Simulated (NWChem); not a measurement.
Species: AlClF₂; SMILES [F][Al]([F])[Cl]

All runs: NWChem. Geometry: optimised at PBE0/def2-SVP. Isotropic polarisability at PBE0/def2-SVPD. A Cauchy series cut after its second term is a line in ω².

```
row      ω² (10⁻³ Ha²)  α (bohr³)
-------  -------------  ---------
static            0.00      34.07
1065 nm           1.83      34.33
589 nm            5.98   withheld
400 nm           12.97      36.06
```

Problem. Fit a straight line of the last column on the one before it, predict the withheld value, and compare with the run.

Solution. 
1. Means of the 3 shown rows: x = 4.933, y = 34.820. Slope Σ(x − x̄)(y − ȳ)/Σ(x − x̄)² = 15.19/98.56 = 0.1541; intercept 34.060.
2. The shown rows scatter about the line by 0.009 (root mean square); the largest residual is -0.01, at 1065 nm.
3. At x = 5.98 (589 nm; inside the shown range) the line gives 34.98.
4. The run gives 34.94, -0.04 from the line. The intercept estimates α(0), and the slope, 154 bohr³/Ha², the next Cauchy moment.
